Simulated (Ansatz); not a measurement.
Fe₂O₂⁺. Charge 1, multiplicity 4. Geometry PBE0-D4/def2-SVP; atoms count from 1.

```xyz
4

Fe    0.071    1.073   -0.773
Fe   -0.066   -0.989    0.714
O    -0.752    0.564    0.799
O     0.747   -0.648   -0.739
```

The charge 1 quartet is spin-contaminated (final ⟨S²⟩ up to 6.16, 3.75 for a pure state). The geometry of the quartet was relaxed on an unsound state (⟨S²⟩ 5.51, where a pure state has 3.75). At PBE0-D4/def2-TZVP a doublet of charge 1 lies 0.92 eV below the quartet, each at its own geometry. That doublet is doubtful there (⟨S²⟩ 3.83, where a pure state has 0.75). The structure comes from a short search, and lower isomers may exist.

Problem. Estimate the Mulliken populations from the PBE0/def2-TZVP orbitals of Ansatz.

Solution. 
```tsv
atom	charge (e)	spin (α − β)	d electrons
Fe1	1.02	-2.08	6.49
Fe2	1.24	3.95	6.15
O3	-0.63	0.52	–
O4	-0.63	0.60	–
```
Mulliken values and Mayer orders depend strongly on the basis.

Problem. Where does the spin sit?

Solution. Summed by element: Fe 1.88, O 1.12, of 3 unpaired in all. Largest on single atoms: Fe2 3.95, Fe1 -2.08, O4 0.60.

Problem. And the Mayer bond orders between bonded heavy atoms (over 0.3)?

Solution. Fe1–O3 0.79 (1.85 Å); Fe1–O4 0.77 (1.85 Å); Fe2–O3 1.26 (1.70 Å); Fe2–O4 1.25 (1.70 Å).
